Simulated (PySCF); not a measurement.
Molfile (atoms numbered from 1):
```
C5H15AlS
     RDKit          3D

 22 21  0  0  0  0  0  0  0  0999 V2000
   -3.3347    1.0345   -0.2194 C   0  0  0  0  0  0  0  0  0  0  0  0
   -2.2306    0.1188   -0.7224 C   0  0  0  0  0  0  0  0  0  0  0  0
   -0.9974    0.1349    0.1730 C   0  0  0  0  0  0  0  0  0  0  0  0
    0.0978   -0.7783   -0.3492 C   0  0  0  0  0  0  0  0  0  0  0  0
    1.5432   -0.7449    0.7550 S   0  0  0  0  0  0  0  0  0  0  0  0
    2.6652   -1.8462   -0.1322 C   0  0  0  0  0  0  0  0  0  0  0  0
    2.5753    1.4138    0.1358 Al  0  0  0  0  0  4  0  0  0  0  0  0
   -2.9898    2.0789   -0.1609 H   0  0  0  0  0  0  0  0  0  0  0  0
   -3.6701    0.7406    0.7879 H   0  0  0  0  0  0  0  0  0  0  0  0
   -4.2117    1.0093   -0.8833 H   0  0  0  0  0  0  0  0  0  0  0  0
   -1.9379    0.4157   -1.7445 H   0  0  0  0  0  0  0  0  0  0  0  0
   -2.6108   -0.9150   -0.8024 H   0  0  0  0  0  0  0  0  0  0  0  0
   -0.6094    1.1651    0.2502 H   0  0  0  0  0  0  0  0  0  0  0  0
   -1.2747   -0.1696    1.1970 H   0  0  0  0  0  0  0  0  0  0  0  0
    0.4362   -0.4647   -1.3499 H   0  0  0  0  0  0  0  0  0  0  0  0
   -0.2453   -1.8244   -0.4008 H   0  0  0  0  0  0  0  0  0  0  0  0
    2.8281   -1.4786   -1.1555 H   0  0  0  0  0  0  0  0  0  0  0  0
    2.2525   -2.8643   -0.1429 H   0  0  0  0  0  0  0  0  0  0  0  0
    3.6175   -1.8379    0.4139 H   0  0  0  0  0  0  0  0  0  0  0  0
    1.6337    2.4553    0.9062 H   0  0  0  0  0  0  0  0  0  0  0  0
    4.0451    1.1190    0.7055 H   0  0  0  0  0  0  0  0  0  0  0  0
    2.3529    1.2410   -1.4510 H   0  0  0  0  0  0  0  0  0  0  0  0
  1  2  1  0
  2  3  1  0
  3  4  1  0
  5  4  1  6
  5  6  1  0
  5  7  1  0
  1  8  1  0
  1  9  1  0
  1 10  1  0
  2 11  1  0
  2 12  1  0
  3 13  1  0
  3 14  1  0
  4 15  1  0
  4 16  1  0
  6 17  1  0
  6 18  1  0
  6 19  1  0
  7 20  1  0
  7 21  1  0
  7 22  1  0
M  CHG  2   5   1   7  -1
M  END
```

Geometry: PBE0-D3(BJ)/def2-SVP; GIAO absolute shieldings from PySCF 2.14, gas phase, non-relativistic, averaged over equivalent atoms.

At PBE0/pcSseg-1 (208 basis functions, 41 s wall time on 1 thread of an Arm Neoverse V1, shared host):
```
      atoms  σ (ppm)
         C4    139.1
         C3    152.9
         C2    157.9
         C6    161.0
         C1    168.4
         S5    564.8
        Al7    414.8
H20/H21/H22    27.26
        H16    28.95
        H15    28.99
H17/H18/H19    29.12
        H13    29.55
        H11    29.99
        H12    30.10
        H14    30.11
  H8/H9/H10    30.18
```

Task: What do these become at HF/pcSseg-1?

Result: 
```csv
atoms,σ at HF/pcSseg-1,change
C4,152.9,+13.8
C3,163.0,+10.1
C2,167.3,+9.4
C6,171.4,+10.4
C1,175.1,+6.7
S5,630.2,+65.4
Al7,459.8,+45.0
H20/H21/H22,28.04,+0.78
H16,29.61,+0.66
H15,29.51,+0.52
H17/H18/H19,29.53,+0.41
H13,30.13,+0.58
H11,30.55,+0.56
H12,30.66,+0.56
H14,30.64,+0.53
H8/H9/H10,30.56,+0.38
```

The largest change is at S5 (sulfur bonded to 2 C, Al). Cost: 208 basis functions, 25 s wall time on 1 thread of an Arm Neoverse V1, shared host. The order of the carbon signals is the same at both levels.
